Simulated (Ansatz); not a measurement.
```yaml
atoms:
  - { symbol: N, position_ang: [-0.0054, -0.0382, 0.1233] }
  - { symbol: H, position_ang: [0.9568, 0.0336, -0.2979] }
  - { symbol: H, position_ang: [-0.4775, 0.8326, -0.2138] }
  - { symbol: H, position_ang: [-0.4656, -0.8483, -0.2409] }
```

Basis set: aug-cc-pVDZ (spherical functions). Frozen core: 1 orbital. Charge 0, multiplicity 1.

Computed with Ansatz (development build ahead of 0.2.0); each method stands on the lowest determinant of its kind that the runs found. Restricted open shells among the atoms or ions are ROHF, correlated in semicanonical orbitals with singles.

The atomization energy at this shape (free ground-state atoms in the same class of orbitals less the molecule, no zero-point energy) of singlet NH3:

| method | atomization energy |
| --- | --- |
| RHF | 196.79 kcal/mol |

Q: What does RHF-MP2 give?

A: 274.25 kcal/mol.
